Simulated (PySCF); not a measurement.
S²⁺ (sulfur, charge +2) across methods

[Ne] 3s2 3p1 4s1, high-spin 3P determinant (an excited configuration). Calculation: PySCF 2.14, in aug-cc-pVQZ-DK (7s6p4d3f2g, 84 functions); scalar relativity by spin-free X2C-1e.

| method | E (hartree) | mean ε 3s β (eV) | mean ε 3p α (eV) | mean ε 4s α (eV) | Σ⟨r²⟩ (bohr²) | ⟨S²⟩ |
| --- | --- | --- | --- | --- | --- | --- |
| r2SCAN | -397.2616 | -43.745 | -33.979 | -14.493 | 26.97 | 2.007 |
| BHandHLYP | -397.3295 | -46.383 | -36.498 | -15.443 | 26.90 | 2.005 |
| PBE | -397.1467 | -43.397 | -33.419 | -14.541 | 26.60 | 2.003 |
| LDA | -395.9110 | -43.582 | -33.280 | -14.592 | 26.52 | 2.001 |
| PBE0 | -397.1719 | -44.895 | -35.073 | -15.094 | 26.76 | 2.004 |
| PW91 | -397.3021 | -43.476 | -33.489 | -14.585 | 26.53 | 2.003 |

Question: Estimate the same row for UHF.

Answer: E (hartree) = -396.76386; mean ε 3s β (eV) = -48.124; mean ε 3p α (eV) = -39.373; mean ε 4s α (eV) = -16.312; Σ⟨r²⟩ (bohr²) = 27.67; ⟨S²⟩ = 2.010.

The outer electron is Rydberg-like, and this basis confines it to a smaller radius and binds it less than a complete one would.
